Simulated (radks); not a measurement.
The numbers below are computed, except where a source is named.
Question: Spherical quantum dot in the effective-mass picture: electrons in a parabolic well V = omega^2 r^2 / 2 with omega = 0.408, all in effective atomic units (hartree* = m*/eps^2 hartree, bohr* = eps/m* bohr), one dielectric constant everywhere. Level of theory: non-relativistic Kohn-Sham, LDA (Slater exchange, Perdew-Wang correlation), spin-polarised, spherical densities (a radial shooting solver with Libxc functionals). Levels are named by radial order and angular momentum (1s, 1p, 1d, 2s, ...), and open shells are averaged over m. Results are scaled to m* = 0.026 and eps = 11.7, for which hartree* = 5.168 meV and bohr* = 23.81 nm. At N = 14 the configuration is 1s2 1p6 1d(up 5, down 1). Does electron 15 go into 2s down or 2s up or 1d down?

Answer: Into 1d down. The total energies of the other choices lie higher by 0.158 meV (2s up), 0.268 meV (2s down).
